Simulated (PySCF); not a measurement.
Record of a relaxation.

Compound: (Et2Ga-mu-CCH)2, C12H22Ga2.
Bonds: Ga1–C2, Ga1–C4, Ga1–C6, Ga1–C13, C2–C3, C4–C5, C6–C7, C6–Ga8, Ga8–C9, Ga8–C11, Ga8–C13, C9–C10, C11–C12, C13–C14. Hydrogens: H15, H16 on C2; H17, H18, H19 on C3; H20, H21 on C4; H22, H23, H24 on C5; H25 on C7; H26, H27 on C9; H28, H29, H30 on C10; H31, H32 on C11; H33, H34, H35 on C12; H36 on C14.

Method: PySCF 2.14.0, PBE0-D3(BJ)/def2-SVP geometry optimisation, gas phase; density fitting, grid level 1; the optimiser is geomeTRIC in internal coordinates, started from a GFN2-xTB structure with every atom displaced at random (about 0.03 Å). 4 of its 9 geometries are shown. The frame can shift and turn from step to step; on so coarse a grid that alone can change the energy by a few meV, and forces under 0.02 eV/Å are noise.

Step 0: E = -117503.9138 eV, largest atomic force 5.002 eV/Å
```
atom  x, y, z in Å  |  force x, y, z in eV/Å
Ga1     1.315    0.837    0.425   -0.276   1.671  -0.237
C2      1.434    2.506   -0.857   -0.874   0.405   0.816
C3      0.226    2.566   -1.868    2.918   0.458   1.986
C4      2.603    0.238    1.881   -4.546  -2.083  -0.122
C5      3.771   -0.392    1.262    1.256   0.517   0.826
C6     -0.757    1.066    1.147    2.066  -2.108  -2.496
C7     -1.324    1.697    1.989   -0.919   1.017   1.361
Ga8    -1.183   -0.495   -0.251   -1.624  -0.377   0.734
C9     -2.506    0.221   -1.629   -0.335  -0.472  -0.200
C10    -3.721   -0.730   -1.800    0.525   1.903  -0.472
C11    -1.524   -2.200    0.939    1.963  -0.294  -1.819
C12    -0.343   -2.364    1.942   -1.625   0.935  -1.600
C13     0.705   -0.668   -0.945    0.295   0.016   0.280
C14     1.377   -1.399   -1.658    0.895  -0.790  -0.985
H15     2.387    2.426   -1.399    0.137  -0.006  -0.073
H16     1.485    3.496   -0.251   -0.051  -1.534  -0.672
H17    -0.658    2.682   -1.313   -1.747   0.063   0.722
H18     0.236    1.682   -2.432   -0.341  -1.566  -1.136
H19     0.365    3.407   -2.505   -0.017   1.024  -0.939
H20     1.928   -0.495    2.532    1.501   1.114  -1.247
H21     2.722    1.068    2.524    0.735   1.400   0.801
H22     4.335    0.311    0.670    0.525   0.736  -0.390
H23     3.555   -1.177    0.576   -0.451  -1.261  -0.502
H24     4.436   -0.718    2.058    0.586  -0.596   0.074
H25    -1.837    2.231    2.720   -0.740   0.850   1.089
H26    -2.877    1.255   -1.426    0.439  -0.465   0.093
H27    -2.001    0.236   -2.603    0.320   0.315  -0.057
H28    -4.228   -0.779   -0.850   -0.746  -0.439   0.421
H29    -4.395   -0.370   -2.611   -0.032   0.153   0.533
H30    -3.421   -1.686   -2.162    0.433  -1.399   0.045
H31    -2.475   -2.151    1.452   -0.647   0.081   0.219
H32    -1.533   -3.114    0.211   -0.154   1.399   1.087
H33     0.599   -2.394    1.425    0.817  -0.195  -0.393
H34    -0.319   -1.522    2.611    0.046   0.631   0.673
H35    -0.497   -3.248    2.492    0.077  -1.516   1.114
H36     1.980   -2.025   -2.328   -0.409   0.413   0.468
```

Step 3: E = -117505.2980 eV, largest atomic force 0.334 eV/Å
```
atom  x, y, z in Å  |  force x, y, z in eV/Å
Ga1     1.237    0.889    0.370   -0.182   0.174  -0.219
C2      1.398    2.460   -0.823    0.148   0.044   0.041
C3      0.288    2.633   -1.844   -0.149   0.003  -0.106
C4      2.461    0.247    1.773    0.057  -0.110   0.070
C5      3.752   -0.357    1.232   -0.040  -0.058  -0.026
C6     -0.742    1.037    1.122   -0.017  -0.026   0.117
C7     -1.305    1.697    1.991    0.010  -0.003  -0.051
Ga8    -1.209   -0.528   -0.242   -0.009  -0.029   0.101
C9     -2.463    0.147   -1.620    0.063   0.001  -0.032
C10    -3.695   -0.742   -1.744   -0.067  -0.053   0.037
C11    -1.485   -2.135    0.885    0.003  -0.021  -0.026
C12    -0.419   -2.387    1.939    0.073  -0.051   0.084
C13     0.754   -0.706   -0.976    0.059  -0.103   0.087
C14     1.474   -1.404   -1.687    0.004   0.052  -0.043
H15     2.379    2.382   -1.325   -0.004   0.007   0.011
H16     1.463    3.344   -0.163    0.008  -0.003  -0.013
H17    -0.699    2.739   -1.363    0.053  -0.006   0.009
H18     0.217    1.767   -2.524    0.030   0.021   0.042
H19     0.433    3.526   -2.477    0.018  -0.024   0.035
H20     1.929   -0.482    2.405   -0.004   0.050  -0.010
H21     2.677    1.120    2.414   -0.025  -0.031  -0.013
H22     4.330    0.363    0.630   -0.009  -0.005   0.001
H23     3.546   -1.229    0.587    0.012   0.039  -0.002
H24     4.416   -0.710    2.040    0.003   0.024   0.004
H25    -1.803    2.284    2.745    0.006  -0.009  -0.003
H26    -2.743    1.179   -1.355   -0.007  -0.001   0.012
H27    -1.927    0.211   -2.581    0.001   0.007   0.002
H28    -4.244   -0.828   -0.792    0.018   0.025  -0.004
H29    -4.414   -0.360   -2.489    0.017  -0.004  -0.023
H30    -3.434   -1.771   -2.044   -0.001   0.034  -0.017
H31    -2.481   -2.037    1.350   -0.001   0.000  -0.010
H32    -1.553   -2.993    0.192   -0.022   0.011   0.004
H33     0.581   -2.498    1.487   -0.024   0.019  -0.001
H34    -0.357   -1.556    2.660   -0.004  -0.001  -0.027
H35    -0.608   -3.306    2.523   -0.019   0.038  -0.037
H36     2.104   -1.997   -2.328    0.000  -0.010   0.006
```

Step 5: E = -117505.3149 eV, largest atomic force 0.116 eV/Å
```
atom  x, y, z in Å  |  force x, y, z in eV/Å
Ga1     1.205    0.920    0.347   -0.018   0.016  -0.065
C2      1.397    2.491   -0.839    0.043   0.046   0.067
C3      0.287    2.679   -1.862   -0.011  -0.018  -0.005
C4      2.431    0.239    1.739    0.066  -0.008  -0.021
C5      3.708   -0.370    1.171   -0.055  -0.013   0.034
C6     -0.752    1.024    1.147    0.002  -0.026  -0.016
C7     -1.314    1.689    2.013   -0.016   0.026   0.004
Ga8    -1.208   -0.558   -0.200    0.081  -0.072   0.015
C9     -2.431    0.125   -1.603    0.022   0.055   0.033
C10    -3.682   -0.732   -1.761   -0.025  -0.006   0.020
C11    -1.467   -2.163    0.930   -0.112  -0.007  -0.030
C12    -0.408   -2.416    1.991    0.032   0.010  -0.015
C13     0.762   -0.722   -0.950   -0.033   0.000   0.055
C14     1.493   -1.397   -1.669   -0.001   0.003  -0.037
H15     2.380    2.402   -1.334   -0.006  -0.018  -0.013
H16     1.473    3.371   -0.176   -0.010  -0.007  -0.018
H17    -0.695    2.791   -1.377   -0.009   0.007   0.011
H18     0.211    1.815   -2.540    0.006  -0.009  -0.012
H19     0.443    3.573   -2.489    0.006   0.013  -0.007
H20     1.896   -0.485    2.372   -0.010   0.017  -0.023
H21     2.671    1.103    2.384   -0.015   0.003   0.026
H22     4.279    0.356    0.568    0.018   0.013  -0.006
H23     3.489   -1.229    0.517   -0.006  -0.009  -0.006
H24     4.382   -0.732    1.966    0.018   0.000  -0.004
H25    -1.809    2.277    2.767   -0.009   0.003   0.017
H26    -2.696    1.160   -1.332   -0.011  -0.008  -0.017
H27    -1.872    0.192   -2.551    0.003  -0.013  -0.004
H28    -4.256   -0.800   -0.823   -0.001   0.006  -0.003
H29    -4.368   -0.331   -2.527    0.009  -0.001  -0.006
H30    -3.440   -1.766   -2.056    0.008  -0.012  -0.012
H31    -2.467   -2.061    1.390    0.013   0.001   0.018
H32    -1.547   -3.022    0.239    0.029   0.013   0.003
H33     0.592   -2.533    1.544    0.004  -0.001  -0.006
H34    -0.346   -1.580    2.706   -0.003   0.009   0.006
H35    -0.611   -3.329    2.575   -0.005  -0.014   0.013
H36     2.132   -1.982   -2.309   -0.004   0.001   0.005
```

Step 8: E = -117505.3179 eV, largest atomic force 0.023 eV/Å
```
atom  x, y, z in Å  |  force x, y, z in eV/Å
Ga1     1.198    0.937    0.334    0.009   0.001   0.012
C2      1.394    2.509   -0.848   -0.017  -0.007  -0.013
C3      0.283    2.700   -1.871    0.008   0.005   0.004
C4      2.427    0.246    1.723   -0.015   0.006   0.004
C5      3.693   -0.385    1.159    0.014   0.001  -0.005
C6     -0.754    1.025    1.158    0.006   0.011   0.001
C7     -1.319    1.693    2.020   -0.003  -0.005  -0.003
Ga8    -1.206   -0.571   -0.175    0.004  -0.004   0.005
C9     -2.419    0.119   -1.585   -0.009  -0.006  -0.006
C10    -3.670   -0.737   -1.759    0.010   0.002  -0.006
C11    -1.468   -2.175    0.955    0.003   0.002   0.006
C12    -0.391   -2.425    2.001   -0.005  -0.001  -0.003
C13     0.752   -0.721   -0.941    0.014  -0.001   0.004
C14     1.474   -1.384   -1.680   -0.012   0.004  -0.009
H15     2.373    2.407   -1.348    0.002   0.002   0.002
H16     1.477    3.391   -0.189    0.004   0.000   0.004
H17    -0.698    2.820   -1.384    0.000  -0.002  -0.003
H18     0.202    1.834   -2.546   -0.002   0.001   0.002
H19     0.445    3.592   -2.500   -0.002  -0.002   0.001
H20     1.874   -0.472    2.347    0.000  -0.004   0.002
H21     2.672    1.101    2.378    0.003  -0.001  -0.004
H22     4.280    0.330    0.559   -0.004  -0.003   0.001
H23     3.459   -1.240    0.503    0.001   0.001   0.001
H24     4.360   -0.760    1.953   -0.004  -0.001   0.001
H25    -1.816    2.277    2.776    0.002  -0.001  -0.003
H26    -2.686    1.156   -1.325    0.002   0.001   0.003
H27    -1.849    0.176   -2.527    0.001   0.001   0.001
H28    -4.263   -0.795   -0.832   -0.001  -0.001   0.001
H29    -4.338   -0.339   -2.542   -0.003  -0.001   0.001
H30    -3.425   -1.773   -2.044   -0.002   0.001   0.005
H31    -2.460   -2.074    1.429    0.000   0.001  -0.001
H32    -1.548   -3.032    0.263   -0.005  -0.001  -0.003
H33     0.602   -2.542    1.537    0.000  -0.001   0.002
H34    -0.319   -1.588    2.713    0.001  -0.002   0.000
H35    -0.585   -3.338    2.589    0.002   0.002  -0.001
H36     2.104   -1.962   -2.335    0.002   0.000  -0.001
```

Q: Summarise the path.

A: The energy falls by 32.38 kcal/mol from step 0 to step 8; nine tenths of that is first reached at step 2. It falls at every step. The largest force goes from 5.002 to 0.023 eV/Å. Among the bonds Ga1–C2 changes most, from 2.108 to 1.977 Å; the atoms move by 0.135 Å rms after alignment.

What follows is the cost of the whole optimisation. Hardware: 2 threads, Intel Xeon 6975P-C (x86_64), shared host with 192 logical CPUs at a one-minute load of 34. Cost: 6.7 min wall, 15 min CPU, 3.7 GiB resident at most.
